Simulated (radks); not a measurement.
The numbers below are computed, except where a source is named.
Q: All-electron atom: Hf IV in [Xe] 4f14 6d1 (not the ground configuration). Level of theory: scalar-relativistic Kohn-Sham, PBE, spin-polarised, spherical densities, point nucleus; open shells are filled with parallel spins first (spin-orbit coupling, left out, can overturn this in heavy ions) (a radial shooting solver on a logarithmic mesh with Libxc functionals). Some entries of the table are withheld. Estimate them.

orbital  occ.  eigenvalue (Ry)  r(max) (bohr)  <1/r> (bohr^-1)
1s up       1        -4801.131        0.01190            83.84
1s down     1        -4801.131        0.01190            83.84
2s up       1        -823.1651        0.06805            19.57
2s down     1        -823.1643        0.06805            19.57
2p up       3        -723.0358        0.05567            17.85
2p down     3        -723.0352        0.05567            17.85
3s up       1        -189.4886         0.1921            7.241
3s down     1        -189.4884         0.1921            7.241
3p up       3        -159.5804         0.1898            6.712
3p down     3        -159.5801         0.1898            6.712
3d up       5        -124.2074         0.1546            6.350
3d down     5        -124.2069         0.1546            6.350
4s up       1        -40.17525         0.4373            3.067
4s down     1        -40.17459         0.4373            3.067
4p up       3        -30.36686         0.4582            2.792
4p down     3        -30.36624         0.4582            2.792
4d up       5        -17.69719         0.4710            2.475
4d down     5        -17.69643         0.4710            2.475
5s up       1         -7.41745          1.014            1.181
5s down     1         -7.41141          1.013            1.182
5p up       3         -5.05881          1.151           0.9978
5p down     3         -5.05217          1.151           0.9977
4f up       7         -3.73983         0.4547              (1)
4f down     7         -3.73809         0.4547              (2)
5d up       0         -2.36116          1.524           0.6937
5d down     0         -2.36014          1.526           0.6919
6s down     0         -2.15216          2.463           0.4808
6s up       0         -2.14905          2.454           0.4713
6d up       1         -1.06352          4.282           0.2892

A: 
(1) 4f up <1/r> (bohr^-1): 1.924
(2) 4f down <1/r> (bohr^-1): 1.925
